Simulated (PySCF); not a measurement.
SMILES B[SiH2][SiH2]CC (GFN2-xTB optimised geometry):

```
16

B      2.304    -2.237    -0.563
Si     1.679    -0.495     0.000
Si    -0.660    -0.495     0.000
C     -1.347     1.284     0.000
C     -0.851     2.103     1.185
H      2.491    -2.492    -1.691
H      2.438    -3.114     0.201
H      2.109     0.651    -0.829
H      2.105    -0.068     1.349
H     -1.230    -1.186     1.168
H     -1.241    -1.174    -1.171
H     -1.059     1.787    -0.925
H     -2.438     1.263     0.012
H     -1.154     1.641     2.122
H     -1.257     3.114     1.159
H      0.235     2.171     1.175
```

Computed with PBE0/def2-TZVP run with PySCF.

Question: What are the frontier orbital energies and the dipole moment?

Answer: HOMO-2 -8.95 eV, HOMO-1 -8.57 eV, HOMO -7.87 eV, LUMO -2.46 eV, LUMO+1 0.19 eV; dipole moment 0.58 D.

Meta-Löwdin charges at PBE0/def2-TZVP: B1 -0.19, Si2 0.21, Si3 0.39, C4 -0.41, C5 -0.34, H6 0.04, H7 0.04, H8 -0.07, H9 -0.07, H10 -0.09, H11 -0.09, H12 0.12, H13 0.12, H14 0.11, H15 0.12, H16 0.11.
